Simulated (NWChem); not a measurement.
System meant: Ge3H7, doublet; SMILES [GeH3][GeH][GeH3]

NWChem input:

```
start job
memory heap 200 mb stack 900 mb global 1100 mb
geometry units angstroms noautoz
  Ge     0.529564     2.060922    -0.119673
  Ge    -0.690137    -0.003832     0.248721
  Ge     0.572409    -2.055864    -0.038080
  H      0.961214     2.213717    -1.594162
  H      1.790620     2.069401     0.763917
  H     -0.354844     3.263462     0.259198
  H     -2.002455    -0.034086    -0.576199
  H      1.008661    -2.257188    -1.505370
  H     -0.287698    -3.260484     0.387267
  H      1.832463    -2.004042     0.845450
end
basis spherical
  * library def2-svp
end
dft
  odft
  mult 3
  xc xpbe96 cpbe96
  iterations 150
  mulliken
end
task dft energy
```

End of the output:

```
 Summary of "ao basis" -> "" (spherical)
 ------------------------------------------------------------------------------
       Tag                 Description            Shells   Functions and Types
 ---------------- ------------------------------  ------  ---------------------
 *                          def2-svp                  on all atoms

  pbe96 is a nonlocal functional; adding pw91lda local functional.

                                 NWChem DFT Module
                                 -----------------

 Summary of "ao basis" -> "ao basis" (spherical)
 ------------------------------------------------------------------------------
       Tag                 Description            Shells   Functions and Types
 ---------------- ------------------------------  ------  ---------------------
 Ge                         def2-svp                12       32   5s4p3d
 H                          def2-svp                 3        5   2s1p

 Summary of "ao basis" -> "ao basis" (spherical)
 ------------------------------------------------------------------------------
       Tag                 Description            Shells   Functions and Types
 ---------------- ------------------------------  ------  ---------------------
 Ge                         def2-svp                12       32   5s4p3d
 H                          def2-svp                 3        5   2s1p

      Symmetry analysis of basis
      --------------------------

        a'         73
        a"         58

  number of electrons :                  103
  multiplicity        :                    3
 ------------------------------------------------------------------------
  no. of electrons and multiplicity not compatible                 103
 ------------------------------------------------------------------------
 ------------------------------------------------------------------------
  current input line :
    25: task dft energy
 ------------------------------------------------------------------------
 ------------------------------------------------------------------------
 There is an error in the input file
 ------------------------------------------------------------------------
 For more information see the NWChem manual at https://nwchemgit.github.io

0: no. of electrons and multiplicity not compatible:Received an Error in Communication
```

Find the fault in this run and fix the input.

The input was rejected before any calculation. Cause: the multiplicity doesn't fit the number of electrons (an even count wants an odd multiplicity, and the reverse). This input runs:
```
start job
memory heap 200 mb stack 900 mb global 1100 mb
geometry units angstroms noautoz
  Ge     0.529564     2.060922    -0.119673
  Ge    -0.690137    -0.003832     0.248721
  Ge     0.572409    -2.055864    -0.038080
  H      0.961214     2.213717    -1.594162
  H      1.790620     2.069401     0.763917
  H     -0.354844     3.263462     0.259198
  H     -2.002455    -0.034086    -0.576199
  H      1.008661    -2.257188    -1.505370
  H     -0.287698    -3.260484     0.387267
  H      1.832463    -2.004042     0.845450
end
basis spherical
  Ge library def2-svp
  H library def2-svp
end
dft
  odft
  mult 2
  xc xpbe96 cpbe96
  iterations 150
  mulliken
end
task dft energy
```
It converges to -6233.43450 Ha (PBE/def2-SVP, spin-unrestricted).
